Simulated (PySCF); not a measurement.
## Working out the ionisation energy of Cl⁺

Cl⁺ [Ne] 3s2 3p4 (3P) → Cl²⁺ [Ne] 3s2 3p3 (4S). Calculation: PySCF 2.14, in ANO-RCC-VTZP; the spin-free X2C one-electron Hamiltonian (Gaussian nucleus). Frozen: 1s2. Energies in hartree (1 hartree = 27.21139 eV):

| part | Cl⁺ (lower) | Cl²⁺ (upper) |
| --- | --- | --- |
| UHF | -460.465585 | -459.634815 |
| MP2 opposite-spin | -0.107789 | -0.083008 |
| MP2 same-spin | -0.034688 | -0.031480 |

Task: What does Hartree-Fock give?

Result: (-459.634815) − (-460.465585) = 0.830770 hartree = 22.606 eV.

Task: What do MP2 and SCS-MP2 (6/5 opposite-spin, 1/3 same-spin) give?

Result: The opposite-spin parts differ by 0.674 eV and the same-spin parts by 0.087 eV. MP2: 22.606 + (0.674) + (0.087) = 23.367 eV. SCS-MP2: 22.606 + 1.2 × (0.674) + (0.087)/3 = 23.444 eV.

Measured between the centres of the two terms (NIST): 23.771 eV, so MP2 (valence and next inner shell) is off by -0.404 eV.

What remains against the reference includes basis incompleteness, the frozen core and correlation beyond second order.
